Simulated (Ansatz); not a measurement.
```xyz
11

C    -1.3610    0.5978   -0.4405
Ti    0.4258   -0.3129    0.0748
O     1.0175   -1.1005   -1.4303
O    -0.0096   -1.5388    1.3077
O     1.4595    1.0162    0.6430
H    -2.0520   -0.1551   -0.8294
H    -1.8058    1.0799    0.4348
H    -1.1789    1.3539   -1.2098
H     1.6761   -0.8461   -2.0767
H    -0.1482   -1.6018    2.2511
H     1.9766    1.5074    1.2755
```

Total charge 0; spin multiplicity 1.

**Question.** List the PBE0/def2-TZVPP orbital energies in eV (Ansatz). (Best estimate.)

**Answer.** Ansatz gave: Occupied: -4874.76, -545.23, -522.70, -522.45, -522.36, -454.89, -454.87, -454.83, -277.07, -66.44, -42.16, -42.03, -41.66, -27.24, -26.95, -26.81, -18.41, -14.32, -13.74, -13.56, -10.87, -10.84, -10.16, -9.90, -9.64, -9.34, -9.25, -8.95, -7.51. Lowest empty: -0.99, -0.90, -0.24, -0.06, 0.12, 0.34, 1.50, 1.64.
